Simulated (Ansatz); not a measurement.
`Cl[SiH]1CBC1` → `ClBC1C[SiH2]1`  (isomerisation)

Program: Ansatz. Geometries: PBE0-D4/def2-TZVP. ΔE: electronic, gas phase. CBS: MP2 limit from def2 TZ/QZ plus the TZ coupled-cluster correction, frozen cores. One conformer a species, not always the lowest.

```
        species  CCSD(T)/CBS(def2) energy (Eh)
 `Cl[SiH]1CBC1`                     -853.41289
`ClBC1C[SiH2]1`                     -853.37805
```

(1) Work out ΔE.

Largest T1 diagnostic among the species: 0.011.

Answers

(1) ΔE = (-853.37805) − (-853.41289) = 0.03484 Eh = +21.9 kcal/mol.

From PBE to PBE0 (25 % exact exchange), in def2-TZVPP and without D4, ΔE moves by +1.9 kcal/mol. In def2-TZVPP, CCSD(T) changes the Hartree–Fock value by −3.6 kcal/mol (the triples alone add −0.9 kcal/mol) and MP2 by −3.4 kcal/mol.
